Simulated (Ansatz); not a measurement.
**Question.** Name a neutral molecule of B, C, Cl and H with size of the dipole moment (PBE/def2-TZVPP) between 1.70 and 2.00 D and LUMO energy (PBE/def2-TZVPP) between -2.30 and -2.00 eV (Ansatz, PBE0-D4/def2-TZVP geometry).

**Answer.** `BC(C)(Cl)Cl` (1.81 D, -2.06 eV). Other molecules can fit too; these were computed, each in one conformer that needn't be the lowest.
